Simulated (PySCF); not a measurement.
C4H8OSi, SMILES [SiH3]C(CC=O)=C. Atoms are numbered in the order given.

```xyz
14

C      0.5226     1.7332    -0.7280
C      0.4533     0.6083     0.0019
Si     1.9277    -0.5617     0.0878
C     -0.8153     0.2573     0.7605
C     -1.6802    -0.7226    -0.0150
O     -2.8499    -0.5576    -0.2442
H     -0.3161     2.4385    -0.7788
H      1.4179     2.0005    -1.2978
H      1.5437    -1.9307    -0.3706
H      3.0307    -0.0410    -0.7670
H      2.3924    -0.6823     1.5025
H     -0.5673    -0.2248     1.7257
H     -1.4284     1.1463     0.9738
H     -1.1438    -1.6386    -0.3797
```

Coordinates come from a B3LYP-D3(BJ)/def2-SVP optimisation. The structure was generated by enumeration, and PubChem lists no compound with its InChIKey, so it may never have been made. Other conformers were not sampled.

Calculation: PBE/pcSseg-1 run with PySCF.

GIAO shieldings, no solvent; atoms listed in one row are averaged. δ = σ(ref) − σ: ¹³C against TMS (σ = 182.0 ppm); ²⁹Si against TMS (σ = 335.4 ppm); ¹⁷O against H2O (σ = 334.3 ppm); ¹H against TMS (σ = 31.49 ppm), references at their B3LYP-D3(BJ)/def2-TZVP geometries, non-relativistic.

Computed chemical shifts:
| nucleus | atoms | count | δ (ppm) |
|---|---|---|---|
| ¹³C | C5 | 1 | 199.0 |
| ¹³C | C1 | 1 | 144.4 |
| ¹³C | C2 | 1 | 143.4 |
| ¹³C | C4 | 1 | 63.0 |
| ²⁹Si | Si3 | 1 | -65.4 |
| ¹⁷O | O6 | 1 | 689.4 |
| ¹H | H14 | 1 | 10.18 |
| ¹H | H8 | 1 | 6.50 |
| ¹H | H7 | 1 | 6.35 |
| ¹H | H9, H10, H11 | 3 | 4.72 |
| ¹H | H12 | 1 | 3.61 |
| ¹H | H13 | 1 | 3.27 |
